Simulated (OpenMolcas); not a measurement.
Os4+ among 8 point charges of -1.2 e arranged as a cube (Oh).

| Quantity | Value |
| --- | --- |
| Program | OpenMolcas |
| Method | SS-CASPT2, IPEA 0.25 Eh, imaginary shift 0.1 Eh (closed shells correlated: 5s 5p) |
| Basis | ANO-RCC-VDZP [7s6p4d2f1g] |
| Scalar Hamiltonian | DKH2, point nucleus |
| Active space | 4 electrons in 5 orbitals (5d) |
| State averaging | 2S+1 = 5 even, 5 roots; 2S+1 = 3 even, 45 roots; 2S+1 = 1 even, 50 roots |
| Spin-orbit coupling | state interaction with AMFI integrals over the reference wave functions |

All point charges move together. At R = 2.17 Å the first state of the same spin is 4510 cm-1, and at R = 2.27 Å it is 3690 cm-1.

Q: A third run gives 7140 cm-1. What distance was it run at?

A: With a power law R^-n the two known points give n = -ln(3690 / 4510) / ln(2.27 / 2.17) = 4.45. Then R = 2.17 × (4510 / 7140)^(1/4.45) = 1.957 Å. The run was at 1.97 Å, so the estimate is off by -0.013 Å.

Roots that are degenerate in the reference are averaged as groups; the widest CASPT2 spread within a group is 200 cm-1 (the 3-fold group of multiplicity 1 near 19300 cm-1 above the lowest state of its run, R = 1.97). Shifts and gaps below about the spread of the groups concerned are not significant. Point charges give a weaker field than real ligands, and real ions of this kind are as a rule low spin; the high spin found here belongs to the model. Free-ion shares, where given, are those of the reference states; single-state CASPT2 does not remix them. Spin-orbit coupling mixes the spin-free states strongly: the lowest level takes only 47 % from its leading state, 5T2 (figures for R = 1.97; the like holds for R = 2.17, R = 2.27). The ground term spreads over less than 5000 cm-1, several times less than with real ligands, so orbital moments are less quenched and χT lies further from the spin-only value than at real sites (holds for R = 2.17; R = 2.27). Point charges carry no covalency, so the field is a model and not that of real ligands. No measured value stands beside these numbers.
